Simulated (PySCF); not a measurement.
# UHF on Ir⁺ (iridium, charge +1)

Configuration: [Xe] 4f14 5d6 6s2, high-spin 5D determinant (an excited configuration). Computed with PySCF 2.14 in aug-cc-pVTZ-PP with one added diffuse shell each of s, p, d, f, g type with ECP60MDF (7s7p6d4f3g, 113 functions), with scalar relativity through the core potential.

* Total energy: -103.280455 hartree
* One-electron energy: -173.3627 hartree
* Hartree (Coulomb) energy: 79.4509 hartree
* Exchange energy: -9.3687 hartree
* ⟨S²⟩: 6.0142
* ⟨L²⟩: 6.033
* Sum of ⟨r⟩: 24.14 bohr
* Sum of ⟨r²⟩: 46.23 bohr²
* Traceless quadrupole moment −½Σ⟨3z² − r²⟩ along its main axis: 0.548 e·bohr²
* Time after the integrals: about 5 core-seconds

| shell | electrons | mean orbital energy (hartree) | spread (hartree) | rms radius, mean of both spins (bohr) |
| --- | --- | --- | --- | --- |
| 5s α | 1 | -4.75701 | 0 | 1.06 |
| 5s β | 1 | -4.53662 | 0 | 1.06 |
| 5p α | 3 | -3.02712 | 0.05488 | 1.22 |
| 5p β | 3 | -2.72029 | 0.04226 | 1.22 |
| 5d α | 5 | -0.93189 | 0.06495 | 1.72 |
| 5d β | 1 | -0.78287 | 0 | 1.72 |
| 6s α | 1 | -0.65029 | 0 | 2.94 |
| 6s β | 1 | -0.56974 | 0 | 2.94 |

Energies and moments cover only the electrons outside the core potential. Spin-orbit coupling, absent here, splits the open shell strongly.
